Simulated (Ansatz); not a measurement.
Reaction (atomization): `B[C](=C)[SnH3]` → B• + 2 C• + 7 H• + Sn•

Computed with Ansatz on PBE0-D4/def2-TZVP structures; ΔE is electronic, products minus reactants. CBS: MP2 limit from def2 TZ/QZ plus the TZ coupled-cluster correction, frozen cores. This one scheme is used for every species, atoms too. Functionals use def2-TZVPP. B3LYP here is the variant with VWN-RPA as its local correlation; programs differ in this. No spin–orbit coupling; open shells (•) take unrestricted orbitals. Spin–orbit coupling would lower the free atoms: a little for B, C; strongly for Sn. def2 core potentials past Kr. Bonds to Sn are less sure, by a few kJ/mol each and by 10 to 20 or more in all where they break to atoms, as the def2 sets lack core-valence functions.

| level | ΔE (kJ/mol) |
| --- | --- |
| B3LYP-D4 | 3697.2 |
| ωB97X-V | 3703.9 |
| SCS-MP2/def2-TZVPP | 3627.2 |
| CCSD(T)/def2-TZVPP | 3617.4 |

What does CCSD(T)/CBS give? (An estimate is asked.)

Computed: +3693.1 kJ/mol. The listed levels differ from it by 4.1, 10.8, -65.9, -75.7 kJ/mol.

Largest T1 diagnostic among the species: 0.014.

From PBE to PBE0 (25 % exact exchange), in def2-TZVPP and without D4, ΔE moves by −33.1 kJ/mol: exact exchange takes away binding that semilocal exchange gives to molecules. In def2-TZVPP, CCSD(T) changes the Hartree–Fock value by +837.1 kJ/mol (the triples alone add +49.6 kJ/mol) and MP2 by +841.5 kJ/mol; breaking electron pairs costs correlation energy, which Hartree–Fock lacks. The D4 term adds +36.1 kJ/mol with B3LYP and +18.9 kJ/mol with PBE0; it sums over pairs of atoms, weighted by their polarisabilities, and B3LYP, whose exchange is more repulsive, gets the larger term.

For atomizations the MP2-based limit and the directly extrapolated one differ by several kJ/mol either way, and by 10 to 25 for some Ge, Se and Sn compounds, so smaller differences from it don't rank the levels.
